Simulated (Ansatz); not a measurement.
Input for Ansatz (a quantum-chemistry and plane-wave program): R-r2SCAN/def2-TZVPP on CH4Te (SMILES C[TeH]), atoms moved off the minimum. Elements past Kr take the def2 small-core potentials; no spin–orbit coupling.

Ansatz 0.2 input:
```yaml
crystal:
  periodic: [false, false, false]
  atoms:
    - {symbol: Te, position_ang: [-0.01410621, 0.20498906, 0.15804741]}
    - {symbol: H, position_ang: [-0.28680873, 1.36388660, -0.91229757]}
    - {symbol: C, position_ang: [-0.05739193, -1.42510255, -1.12494445]}
    - {symbol: H, position_ang: [0.75618359, -1.27611707, -1.92081097]}
    - {symbol: H, position_ang: [-1.00764482, -1.59811255, -1.56960359]}
    - {symbol: H, position_ang: [0.26715464, -2.38322967, -0.54865509]}
basis:
  gaussian:
    orbitals: def2-TZVPP
hamiltonian:
  xc: {name: r2SCAN}
scf: {lower_state_search: off}
output: {forces: true}
```

Give the final energy of this run.

-308.6084 hartree.
